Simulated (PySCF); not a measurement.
C₃H₂O, SMILES C#CC=O. Atoms are numbered in the order given.

```xyz
6

C     -0.1340    -1.8760     0.0000
C      0.0892    -0.6834     0.0000
C      0.4082     0.7342     0.0000
O     -0.4172     1.6159     0.0000
H     -0.3472    -2.9297     0.0000
H      1.5045     0.9541     0.0000
```
Charge 0, spin multiplicity 1.

The structure is a stationary point at B3LYP-D3(BJ)/def2-SVP.

Method: PBE0/pcJ-1 in PySCF.

Isotropic couplings with Fermi-contact, spin-dipole and both spin-orbit terms, one fixed conformer, no vibrational averaging. Isotopes: 13C, 1H.

Q: Estimate the spin–spin coupling constants. (An estimate is asked for; the answer gives what the named calculation found.)

A: 
```tsv
pair	bonds apart	J (Hz)
C1–C2	1	198.1
C1–H5	1	264.4
C2–C3	1	91.9
C3–H6	1	190.2
C1–C3	2	12.2
C2–H5	2	47.0
C2–H6	2	35.3
C1–H6	3	7.5
C3–H5	3	5.6
H5–H6	4	-1.2
```
